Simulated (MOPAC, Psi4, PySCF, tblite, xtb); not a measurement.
Dimer N2 ··· F4Si (SMILES N#N and F[Si](F)(F)F), singlet at R = 3.57 Å between the centres of mass, closest contact 2.93 Å (lowest of the rigid-body minima from ten starts at GFN2-xTB). Geometry in Å and degrees:

```
Si
F 1 1.5673
F 1 1.5674 2 109.43
F 1 1.5674 2 109.45 3 -119.96
F 1 1.5675 2 109.50 3 120.01
N 5 2.9330 1 81.11 2 59.77
N 6 1.0909 5 116.09 1 -171.33
```

GFN2-xTB (tblite); SAPT0/jun-cc-pVDZ, frozen core (Psi4); PBE0/def2-TZVP, counterpoise-corrected (Psi4); PBE0-D3(BJ)/def2-TZVP, counterpoise-corrected (Psi4); PBE/def2-TZVP, counterpoise-corrected (Psi4); PBE-D3(BJ)/def2-TZVP, counterpoise-corrected (Psi4); HF/aug-cc-pVDZ, counterpoise-corrected (Psi4); MP2/aug-cc-pVDZ = DF-MP2/aug-cc-pVDZ, frozen core, counterpoise-corrected run with Psi4; SCS-MP2/aug-cc-pVDZ = DF-SCS-MP2/aug-cc-pVDZ, frozen core, counterpoise-corrected (Psi4); PM3, restricted, heats of formation (MOPAC); AM1, restricted, heats of formation (MOPAC); GFN1-xTB (xtb); RKS-B3LYP/6-31G* = restricted B3LYP/6-31G*, spherical d, no counterpoise correction in PySCF; RHF/LANL2DZ = PySCF 2.14.0 with restricted Hartree-Fock/LANL2DZ, with its core potentials past Ne, no counterpoise correction; RKS-B3LYP/3-21G = restricted B3LYP/3-21G, no counterpoise correction (PySCF); RMP2/6-31G* = restricted MP2 (frozen core)/6-31G*, spherical d, no counterpoise correction in PySCF.

Question: What interaction energy does each level give?

Answer: 
```json
[
 {"method": "RKS-B3LYP/3-21G", "E_int / kcal/mol": "-4.65"},
 {"method": "GFN1-xTB", "E_int / kcal/mol": "-3.01"},
 {"method": "RMP2/6-31G*", "E_int / kcal/mol": "-2.01"},
 {"method": "RHF/LANL2DZ", "E_int / kcal/mol": "-1.66"},
 {"method": "RKS-B3LYP/6-31G*", "E_int / kcal/mol": "-1.39"},
 {"method": "GFN2-xTB", "E_int / kcal/mol": "-1.23"},
 {"method": "PBE0-D3(BJ)/def2-TZVP", "E_int / kcal/mol": "-0.52"},
 {"method": "PBE-D3(BJ)/def2-TZVP", "E_int / kcal/mol": "-0.47"},
 {"method": "MP2/aug-cc-pVDZ", "E_int / kcal/mol": "-0.02"},
 {"method": "SAPT0/jun-cc-pVDZ", "E_int / kcal/mol": "0.09"},
 {"method": "SCS-MP2/aug-cc-pVDZ", "E_int / kcal/mol": "0.40"},
 {"method": "PBE0/def2-TZVP", "E_int / kcal/mol": "0.43"},
 {"method": "AM1", "E_int / kcal/mol": "0.48"},
 {"method": "PBE/def2-TZVP", "E_int / kcal/mol": "0.53"},
 {"method": "PM3", "E_int / kcal/mol": "1.44"},
 {"method": "HF/aug-cc-pVDZ", "E_int / kcal/mol": "1.61"}
]
```
